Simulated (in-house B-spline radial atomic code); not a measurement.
The numbers below are computed, except where a source is named.
**Mg in an electron gas of r_s = 2.2: phase shifts, screening, friction and resistivity**

A nucleus sits in a uniform electron gas with a rigid positive background. The Kohn-Sham equations are solved self-consistently in the spin-unpolarised LDA (PW92), non-relativistic, on B-splines with outgoing waves at the boundary and partial waves to l = 8. The model has no lattice, no bands and no magnetic solution. Atomic units; δ_l are the phase shifts at the Fermi level, counted so that each bound state adds π, and good to about 0.0005.

The density parameter is r_s = 2.2 bohr, near that of the valence electrons of Ga (3 per atom, density 5.91 g/cm³, mass 69.72 u, which gives r_s = 2.19).

| l | δ_l (rad) |
| --- | --- |
| 0 | 6.3545 |
| 1 | 3.6635 |
| 2 | 0.2507 |
| 3 | 0.0288 |
| 4 | 0.0043 |
| 5 | 0.0008 |
| 6 | 0.0001 |
| 7 | 0.0000 |
| 8 | 0.0000 |

Bound levels below the band bottom (hartree): s -45.56, s -2.549, p -1.362.

Task: Check the Friedel sum rule, and say where the screening charge sits.

Result: k_F = (9π/4)^(1/3)/r_s = 0.87234. The rule is Z = (2/π) Σ (2l + 1) δ_l. The terms are s 4.045, p 6.997, d 0.798, f 0.128 and 0.031 beyond, in all 12.000 against Z = 12. Bound states hold 4 s, 6 p, 0 d electrons, so the scattering states carry 2.00 in all.

Task: Find the transport cross section and the electronic stopping of a 1 keV Mg ion (mass 24.3 u).

Result: σ_tr = (4π/k_F²) Σ (l + 1) sin²(δ_l − δ_(l+1)). The terms for l = 0 to 3 are 0.1897, 0.1435, 0.1453, 0.0024, all together 0.4810, so σ_tr = 16.513 × 0.4810 = 7.942 bohr². With n = 3/(4π r_s³) = 0.02242, the friction coefficient is Q = n k_F σ_tr = 0.1553. For v well below v_F = 0.872, dE/dx = Q v; with 24801 eV per u at v = 1, v = √(1000/(24801 × 24.3)) = 0.0407, so dE/dx = 0.00633 hartree/bohr = 3.25 eV/nm. The largest term couples the s and p waves.

Task: What residual resistivity would 1 atomic per cent of such centres give in Ga?

Result: Δρ = k_F n_i σ_tr/n in atomic units of 21.74 μΩ·cm. With one host atom per 3 electrons, n_i/n = 0.01/3, so Δρ = 0.8723 × 0.00333 × 7.942 × 21.74 = 0.50 μΩ·cm. This is an atom added to the gas, as on an interstitial site.

Task: On a substitutional site the background of one host ion, a sphere holding 3 charges, is taken out. The phase shifts for l = 0 to 4 become 5.7710, 3.0036, -0.0631, -0.0332, -0.0083. What follows?

Result: The Friedel sum is now 9.00, for Z − 3 = 9. The sum in σ_tr is 0.1502, so σ_tr = 2.48 bohr² and Δρ = 0.16 μΩ·cm per atomic per cent, 0.31 times the value above. A real host ion scatters too, so this model doesn't give zero even for the host's own atom.
